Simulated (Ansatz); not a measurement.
Compare A (`C[SiH]1OB1O`) with its isomer B (`OC[SiH]1BO1`).

Isolated molecules relaxed with PBE0-D4/def2-TZVP in Ansatz; ΔE leaves out vibrations. CCSD(T)/CBS is the MP2 limit (def2-TZVPP, def2-QZVPP) plus CCSD(T) − MP2 in def2-TZVPP, frozen cores. DFT in def2-TZVPP. B3LYP here is the variant with VWN-RPA as its local correlation; programs differ in this. One conformer a species, not always the lowest.

**Question.** Which is lower in electronic energy at CCSD(T)/CBS, and by how much? (Best estimate.)

**Answer.** Computed: A, by 241.2 kJ/mol.

**Question.** Give E(B) − E(A) in kJ/mol with HF/def2-TZVPP, PBE0-D4, CCSD/def2-TZVPP, B2PLYP, B3LYP, r2SCAN-D4, ωB97M-V. (Best estimate.)

**Answer.** Ansatz gave: HF/def2-TZVPP 249.3, PBE0-D4 240.6, CCSD/def2-TZVPP 243.7, B2PLYP 243.8, B3LYP 240.0, r2SCAN-D4 243.7, ωB97M-V 242.1. None reverses the order clearly.

Largest T1 diagnostic: 0.015.

From PBE to PBE0 (25 % exact exchange), in def2-TZVPP and without D4, E(B) − E(A) moves by +7.4 kJ/mol.
